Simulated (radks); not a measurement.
Spherical quantum dot in the effective-mass picture: electrons in a hard-walled sphere of radius 3.25, all in effective atomic units (hartree* = m*/eps^2 hartree, bohr* = eps/m* bohr), one dielectric constant everywhere. Method: non-relativistic Kohn-Sham, LDA (Slater exchange, Perdew-Wang correlation), spin-polarised, spherical densities; computed with a radial shooting solver with Libxc functionals. Levels are named by radial order and angular momentum (1s, 1p, 1d, 2s, ...), and open shells are averaged over m. Results are scaled to m* = 0.088 and eps = 13, for which hartree* = 14.17 meV and bohr* = 7.817 nm.

N = 6, configuration 1s2 1p(up 3, down 1). This is the lowest configuration that the search found. Occupied and some empty levels:

| level | occupation | eigenvalue (meV) | <r> (nm) |
|---|---|---|---|
| 1s up | 1 | 40.000 | 14.60 |
| 1s down | 1 | 40.914 | 14.57 |
| 1p up | 3 | 45.138 | 16.11 |
| 1p down | 1 | 46.082 | 16.12 |
| 1d up | 0 | 52.687 | 17.13 |
| 1d down | 0 | 53.624 | 17.15 |
| 2s up | 0 | 60.724 | 12.06 |
| 2s down | 0 | 61.376 | 12.05 |
| 1f up | 0 | 62.303 | 17.90 |
| 1f down | 0 | 63.218 | 17.92 |

Energy (meV): total 156.436, kinetic 71.197, external 0, Hartree 115.18, exchange-correlation -29.938.

Electron density:

| r (nm) | n(r) (e/nm^3) |
|---|---|
| 1.91 | 0.00008220 |
| 3.82 | 0.00009600 |
| 5.72 | 0.0001173 |
| 7.62 | 0.0001431 |
| 9.52 | 0.0001689 |
| 11.4 | 0.0001887 |
| 13.3 | 0.0001957 |
| 15.2 | 0.0001843 |
| 17.1 | 0.0001529 |
| 19.0 | 0.0001068 |
| 20.9 | 0.00005743 |
| 22.8 | 0.00001916 |
| 24.7 | 1.179e-06 |
